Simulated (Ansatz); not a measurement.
The same path of CH₆GeOSi (10 atoms, charge 0, multiplicity 1) was run twice with different band settings. Lost on the way: Si4–H10. Made: O3–H10.

All numbers below come from RKS PBE-D4/def2-SVP in Ansatz 0.2.0.

Relaxed end points:

```xyz
10
Properties=species:S:1:pos:R:3
C -1.474 0.366 -0.959
Ge -0.399 -0.362 0.511
O 1.240 -1.058 -0.233
Si 1.812 0.109 0.860
H -0.946 1.211 -1.437
H -2.456 0.713 -0.580
H -1.638 -0.434 -1.709
H -1.121 -1.537 1.232
H 2.591 -0.383 2.049
H 2.474 1.324 0.269
```

```xyz
10
Properties=species:S:1:pos:R:3
C -1.318 0.457 -0.827
Ge -0.296 -0.236 0.720
O 1.549 -0.537 -0.121
Si 1.826 0.726 1.338
H -0.937 1.450 -1.137
H -2.380 0.574 -0.530
H -1.280 -0.248 -1.681
H -0.715 -1.738 0.892
H 2.032 -0.443 2.324
H 1.602 -0.059 -0.974
```

Common settings: movable images 9; climbing image yes; spring 5.0 eV/Å²; optimiser quadratic models (default); start path through a guess of the saddle point; iteration limit 60; end points relaxed.

| run | force threshold |
| --- | --- |
| 1 | 0.05 eV/Å |
| 2 | 0.2 eV/Å |

(1) What does each run give, and how far can it be trusted?

Results:

(1) Run 1: converged after 10 iterations, highest image 2.218 eV above the first end. A vibrational analysis at the climbing image gives one clearly imaginary mode, 1310i cm⁻¹: a first-order saddle point.
Run 2: converged after 7 iterations, highest image 2.222 eV above the first end. The threshold of 0.2 eV/Å is loose, so the images may lie well off the minimum-energy path. The order of the stationary point at the top wasn't checked.
The orbitals stay closed-shell, which can raise the energy where a bond breaks towards radicals; this wasn't checked here.
